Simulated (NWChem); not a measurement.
## Extrapolating the MP2 correlation energy of CH3Li

```xyz
5

Li     0.9287    -1.2907     0.0000
C     -0.2231     0.3101     0.0000
H     -0.8949     0.3739     0.8799
H     -0.8949     0.3739    -0.8799
H      0.3422     1.2640     0.0000
```
Charge 0, spin multiplicity 1.

All runs are NWChem calculations. All single points use one geometry, from PBE0/def2-SVP, a minimum by its harmonic frequencies.

The correlated methods keep 1 core orbital frozen. The structure started from a generated list of species.

Worked example. The MP2 correlation energy is -169.11 mHa in cc-pVDZ and -219.67 mHa in cc-pVTZ. The form E(X) = E∞ + A/X³ turns the pair into an estimate of the basis-set limit.

E∞ = (3³·(-219.67) − 2³·(-169.11))/(3³ − 2³) = -241.0 mHa. The larger basis holds 91 % of that. This is a two-point estimate, and a rough one from so small a pair.
